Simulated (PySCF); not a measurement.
Computed shifts of a molecule CH7FN2Si, HF/pcSseg-1 in PySCF, GIAO, gas phase, atoms alike by connectivity averaged where their shifts nearly agree, in ppm (number of nuclei): ¹³C: 1.9 (1). ²⁹Si: -19.6 (1). ¹⁵N: 27.9 (1), 17.0 (1). ¹⁹F: -114.6 (1). ¹H: 1.66 (1), 1.36 (1), 1.28 (1), 1.16 (1), 0.67 (3). References: ¹³C against TMS (σ = 192.6 ppm); ²⁹Si against TMS (σ = 393.8 ppm); ¹⁵N against NH3 (σ = 267.3 ppm); ¹⁹F against CFCl3 (σ = 238.5 ppm); ¹H against TMS (σ = 31.99 ppm), references at their B3LYP-D3(BJ)/def2-TZVP geometries, non-relativistic. The structure is a stationary point at PBE-D3(BJ)/def2-SVP. The values are those of a single conformer.

Question: Which molecule gave these data?
A) NC[Si@H](N)F
B) C[Si](N)(N)F
C) CN[Si@H](N)F
D) N[SiH](N)CF

Answer: B, C[Si](N)(N)F
